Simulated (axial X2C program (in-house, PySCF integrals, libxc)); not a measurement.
**Photoelectron levels of TeCl⁻ by EOM-IP-CCSD**

Computed with an axial X2C code built on PySCF integrals: two-component X2C with atomic mean-field Coulomb and Gaunt terms, Gaussian nuclei, basis Te dyall-acv3z, Cl dyall-av3z with contracted cores.

R = 2.687 Å (1.090 times 2.465 Å, the PBE0 minimum at charge -1 for the lowest determinant).

Vertical detachment energies of TeCl⁻ to the states of TeCl:

| Ω of TeCl | vertical detachment energy (eV) | above lowest (cm⁻¹) | ionised spinor | one-hole weight |
| --- | --- | --- | --- | --- |
| 3/2 | 2.844 | 0 | 90% Te pπ | 0.94 |
| 1/2 | 3.356 | 4132 | 84% Te pπ, 7% Cl pπ | 0.93 |
| 3/2 | 5.833 | 24112 | 91% Cl pπ | 0.91 |
| 1/2 | 5.915 | 24768 | 88% Cl pπ | 0.91 |

Q: What is the splitting of the first π pair in the table, and is it regular or inverted?

A: E(3/2) − E(1/2) = 0 − 4132 = -4132 cm⁻¹ at EOM-IP-CCSD: inverted, Ω = 3/2 lower. Splittings at this level can be off by ten to twenty per cent.

This point took 18 s on 1 thread of Arm Neoverse N1, with other jobs on the host.

Reference electrons by ω block (each with its −ω partner): 1/2: 23, 3/2: 10, 5/2: 2. 14 electrons of TeCl⁻ correlated (inner shells frozen), 92 natural virtual spinors (a truncated set); levels can be off by some tenths of an eV. Roots sought by Ω: (1/2: 4, 3/2: 3, 5/2: 1); the list ends where they run out and leaves out roots under 60 % one-particle weight. The solver can skip a root, and states that need a further excitation, which the method places far too high, are missing though they may lie low or lowest. T1 of the reference 0.012 (Lee–Taylor). Number of frozen shells: Te 4 s, 3 p, 2 d; Cl 2 s, 1 p.
